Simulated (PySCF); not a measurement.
F₅Te, SMILES F[Te](F)(F)(F)F, multiplicity 2.

The structure is a stationary point at B3LYP-D3(BJ)/def2-SVP. The isomer is the one that the SMILES or the coordinates give; other isomers of the formula were not compared. The def2 effective core potentials stand for the cores of Te; spin–orbit coupling is left out.

These are TDA-LC-ωPBE/def2-SVPD in PySCF values and carry that method's errors.

Vertical excitations; the highest root listed may be one member of a degenerate set. 

| state | energy (eV) | λ (nm) | f | main pairs |
|---|---|---|---|---|
| root 1 | 3.75 | 331 | 0.000 | β HOMO→LUMO 96 % |
| root 2 | 4.31 | 288 | 0.000 | β HOMO−6→LUMO 57 %, β HOMO−1→LUMO 38 % |
| root 3 | 4.32 | 287 | 0.018 | β HOMO−3→LUMO, β HOMO−4→LUMO (degenerate set) |
| root 4 | 4.32 | 287 | 0.018 | β HOMO−2→LUMO, β HOMO−5→LUMO (degenerate set) |
| root 5 | 4.36 | 284 | 0.000 | β HOMO−5→LUMO, β HOMO−2→LUMO, β HOMO−8→LUMO (degenerate set) |
| root 6 | 4.36 | 284 | 0.000 | β HOMO−4→LUMO, β HOMO−3→LUMO, β HOMO−9→LUMO (degenerate set) |
| root 7 | 4.80 | 258 | 0.007 | β HOMO−7→LUMO 92 % |
| root 8 | 5.04 | 246 | 0.000 | β HOMO−1→LUMO 54 %, β HOMO−6→LUMO 38 % |
| root 9 | 5.22 | 238 | 0.000 | β HOMO−10→LUMO 95 % |
| root 10 | 5.72 | 217 | 0.037 | α HOMO→LUMO 93 % |
Unrestricted roots are not spin-pure.
